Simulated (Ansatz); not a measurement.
Born–Oppenheimer molecular dynamics of GaH4N (6 atoms, charge 0, multiplicity 1). It starts from a relaxed structure.

All numbers below come from Ansatz, RKS revPBE-D4/def2-SVP.

```
ensemble                      : NVE (velocity Verlet)
time step                     : 0.5 fs
steps asked                   : 250
starting velocities drawn for : 700 K
seed                          : 249643
```

Frames 10 fs apart, positions in Å, forces in eV/Å.

Velocities at 0 fs (Å/ps):

```
Ga -1.14 0.23 -0.22
N 4.03 1.54 0.17
H 38.56 -13.83 -20.31
H -24.41 -3.48 5.24
H 14.04 -14.05 52.57
H -5.34 -6.24 -24.93
```

```xyz
6
Properties=species:S:1:pos:R:3:forces:R:3 time_fs=0 energy_less_start_eV=0.000 T=700
Ga 0.000 0.000 0.003 0.00 0.00 0.00
N 0.000 0.000 1.835 0.00 0.00 -0.01
H -0.841 -0.075 2.411 0.00 0.00 0.01
H 0.841 0.075 2.411 0.00 0.00 0.01
H 1.408 0.125 -0.690 0.00 0.00 0.00
H -1.408 -0.125 -0.690 0.00 0.00 0.00
6
Properties=species:S:1:pos:R:3:forces:R:3 time_fs=10 energy_less_start_eV=0.197 T=320
Ga -0.012 0.002 0.000 1.55 -0.14 0.33
N 0.035 0.013 1.831 -0.68 -0.06 -0.27
H -0.786 -0.210 2.369 -0.66 0.00 0.53
H 0.835 0.063 2.449 0.54 0.03 -0.03
H 1.578 0.015 -0.299 -0.50 0.14 -0.49
H -1.302 -0.158 -0.834 -0.25 0.04 -0.08
6
Properties=species:S:1:pos:R:3:forces:R:3 time_fs=20 energy_less_start_eV=0.158 T=396
Ga -0.009 0.001 0.001 -0.19 -0.23 0.11
N 0.016 0.015 1.846 0.03 0.23 -1.66
H -0.732 -0.211 2.454 -1.04 -0.21 1.06
H 0.920 0.040 2.287 0.56 -0.03 0.48
H 1.503 0.031 -0.361 0.33 0.14 -0.45
H -1.288 -0.145 -0.963 0.32 0.10 0.46
6
Properties=species:S:1:pos:R:3:forces:R:3 time_fs=30 energy_less_start_eV=0.229 T=261
Ga -0.001 -0.002 0.004 0.56 0.14 0.07
N -0.026 0.012 1.846 1.43 0.23 -2.20
H -0.631 -0.100 2.603 -1.97 -0.30 1.40
H 0.908 -0.017 2.212 0.98 0.07 0.44
H 1.440 0.157 -0.725 -0.35 -0.09 0.49
H -1.260 -0.071 -0.869 -0.65 -0.06 -0.19
6
Properties=species:S:1:pos:R:3:forces:R:3 time_fs=40 energy_less_start_eV=0.177 T=362
Ga 0.006 -0.004 0.005 -1.42 0.26 -0.22
N -0.023 0.005 1.840 1.55 0.03 -2.55
H -0.784 -0.007 2.441 -2.09 -0.13 1.57
H 0.861 -0.015 2.298 0.95 0.03 0.88
H 1.290 0.239 -0.824 0.46 -0.11 0.01
H -1.463 -0.027 -0.711 0.54 -0.08 0.30
6
Properties=species:S:1:pos:R:3:forces:R:3 time_fs=50 energy_less_start_eV=0.208 T=304
Ga 0.003 -0.002 0.003 0.69 0.26 -0.02
N 0.014 -0.003 1.827 0.85 -0.06 -1.68
H -0.893 0.006 2.180 -2.40 -0.06 1.10
H 0.655 0.030 2.577 1.37 0.07 0.91
H 1.358 0.197 -0.789 -0.18 -0.14 0.02
H -1.483 -0.061 -0.426 -0.33 -0.06 -0.34
6
Properties=species:S:1:pos:R:3:forces:R:3 time_fs=60 energy_less_start_eV=0.284 T=157
Ga 0.002 0.003 0.000 0.37 -0.10 0.22
N 0.024 -0.011 1.840 0.39 -0.10 -2.22
H -0.915 -0.049 2.106 -2.25 -0.11 1.03
H 0.589 0.095 2.636 1.50 0.22 1.25
H 1.381 0.040 -0.779 -0.25 0.04 -0.05
H -1.537 -0.137 -0.369 0.25 0.05 -0.24
6
Properties=species:S:1:pos:R:3:forces:R:3 time_fs=70 energy_less_start_eV=0.127 T=458
Ga 0.006 0.006 0.000 -0.84 -0.41 0.56
N -0.008 -0.018 1.854 0.39 -0.06 -2.38
H -0.851 -0.100 2.357 -1.60 -0.07 0.88
H 0.755 0.159 2.452 1.41 0.26 1.02
H 1.297 -0.068 -0.844 0.41 0.17 -0.08
H -1.482 -0.187 -0.552 0.23 0.12 -0.01
6
Properties=species:S:1:pos:R:3:forces:R:3 time_fs=80 energy_less_start_eV=0.207 T=302
Ga 0.003 0.005 0.004 -0.07 -0.32 -0.14
N -0.030 -0.019 1.850 0.31 -0.05 -1.99
H -0.701 -0.069 2.579 -1.23 -0.04 0.64
H 0.866 0.160 2.226 1.54 0.22 0.94
H 1.375 -0.021 -0.851 -0.24 0.15 0.58
H -1.342 -0.147 -0.775 -0.31 0.04 -0.04
6
Properties=species:S:1:pos:R:3:forces:R:3 time_fs=90 energy_less_start_eV=0.107 T=494
Ga -0.005 -0.001 0.007 -0.59 0.10 -0.55
N 0.002 -0.010 1.827 -0.86 -0.10 -0.66
H -0.721 0.006 2.533 -0.47 -0.05 0.18
H 0.902 0.081 2.236 1.28 0.12 0.74
H 1.456 0.150 -0.512 0.30 -0.04 -0.19
H -1.307 -0.058 -0.947 0.33 -0.03 0.48
6
Properties=species:S:1:pos:R:3:forces:R:3 time_fs=100 energy_less_start_eV=0.240 T=237
Ga -0.013 -0.004 0.003 1.89 0.47 0.25
N 0.041 0.002 1.820 -1.87 -0.03 -0.07
H -0.818 0.031 2.381 0.23 -0.14 0.20
H 0.869 -0.012 2.381 0.81 0.04 0.45
H 1.563 0.267 -0.258 -0.43 -0.25 -0.53
H -1.246 -0.010 -0.881 -0.63 -0.09 -0.30
6
Properties=species:S:1:pos:R:3:forces:R:3 time_fs=110 energy_less_start_eV=0.072 T=562
Ga -0.006 -0.003 0.000 0.02 0.20 0.09
N 0.023 0.011 1.841 -1.19 -0.12 0.31
H -0.831 -0.062 2.427 0.47 0.00 -0.35
H 0.843 -0.060 2.441 0.29 0.04 -0.08
H 1.478 0.200 -0.482 0.01 -0.10 -0.30
H -1.391 -0.041 -0.816 0.40 -0.03 0.33
```

Of the whole run (125 fs, mean temperature of the second half 372 K): The conserved energy stayed within 0.55 meV per atom of its start (net change 0.11 meV per atom), so the integration is sound. Over the second half the temperature averaged 0.53 of the 700 K drawn at the start: a run that starts near a minimum puts about half its kinetic energy into the potential. A run of 0.12 ps of so small a system gives no equilibrium averages.

Run time: 6.3 min on 1 thread of AMD EPYC 7R43 64-Core Processor (Zen 3) (shared host), peak memory 0.13 GiB.
